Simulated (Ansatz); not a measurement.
Ru(O)2(OH)4 (H₄O₆Ru), SMILES [OH][Ru](=[O])([OH])([OH])([OH])=[O], multiplicity 1.

Geometry optimised at PBE0-D3(BJ)/def2-SVP. The spin state was assumed, not searched. The def2 effective core potentials stand for the cores of Ru; spin–orbit coupling is left out. The values are those of a single conformer.

Two levels are set side by side: PBE/def2-SVPD (Ansatz, an electronic-structure program) and PBE0/def2-SVPD (Ansatz). Energy differences of separate SCF runs at the same geometry. Differences are taken from unrounded values.

```tsv
quantity	PBE0	PBE	PBE minus PBE0
vertical singlet–triplet gap (eV)	1.28	1.62	0.34
```
